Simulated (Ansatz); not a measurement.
C$_{5}$H$_{3}$BF$_{6}$O$_{4}$ (`O[B-]1(O)OC(C(F)(F)F)=CC(C(F)(F)F)=[O+]1`), 19 atoms. Total charge 0; spin multiplicity 1. Hardware: A = 11 threads of an AMD EPYC 7R13 on a shared host and a whole NVIDIA H100 80 GB; B = 11 threads of an AMD EPYC 7R13 on a shared host. Correlated methods freeze the cores.

Give the basis size and wall time and peak host memory of each of these runs in Ansatz. RHF-CCSD(T)/def2-SVP energy [A]; RKS ωB97M-V/def2-QZVPP energy [A]; RKS PBE-QIDH (frozen core)/def2-TZVPP energy [A]; RHF-CCSD(T)/def2-TZVPP energy [A]; RHF-MP2/def2-QZVPP energy [A]; RKS BLYP-D4/def2-TZVPP energy [A]; RKS PBE0-D4/def2-SVP energy [B]; RKS PBE0-D4/def2-TZVP relaxation (7 steps) [A]; direct RPA on PBE orbitals/def2-TZVPP energy [A]; RKS HSE06 (plane-wave form)-D4/def2-TZVPP energy [A]; RKS r2SCAN0-D4/def2-TZVPP energy [A]; RKS ωB97M-V/def2-SVP energy [B]. (An estimate is asked.)

Computed: Other jobs shared the machine, so times are rough.

| level | job | functions | wall time | peak host memory (GiB) |
| --- | --- | --- | --- | --- |
| RKS BLYP-D4/def2-TZVPP | energy [A] | 538 | 2.2 s | 1.1 |
| RKS r2SCAN0-D4/def2-TZVPP | energy [A] | 538 | 2.3 s | 1.2 |
| RKS HSE06 (plane-wave form)-D4/def2-TZVPP | energy [A] | 538 | 2.5 s | 1.1 |
| RKS PBE0-D4/def2-SVP | energy [B] | 239 | 3.8 s | 1.3 |
| direct RPA on PBE orbitals/def2-TZVPP | energy [A] | 538 | 3.9 s | 3.1 |
| RKS PBE-QIDH (frozen core)/def2-TZVPP | energy [A] | 538 | 3.9 s | 3.1 |
| RKS ωB97M-V/def2-QZVPP | energy [A] | 1002 | 5.5 s | 1.8 |
| RHF-MP2/def2-QZVPP | energy [A] | 1002 | 6 s | 1.8 |
| RHF-CCSD(T)/def2-SVP | energy [A] | 239 | 7.5 s | 1.6 |
| RKS ωB97M-V/def2-SVP | energy [B] | 239 | 8 s | 1.6 |
| RKS PBE0-D4/def2-TZVP | relaxation (7 steps) [A] | 514 | 12 s | 1.4 |
| RHF-CCSD(T)/def2-TZVPP | energy [A] | 538 | 100 s | 6.5 |
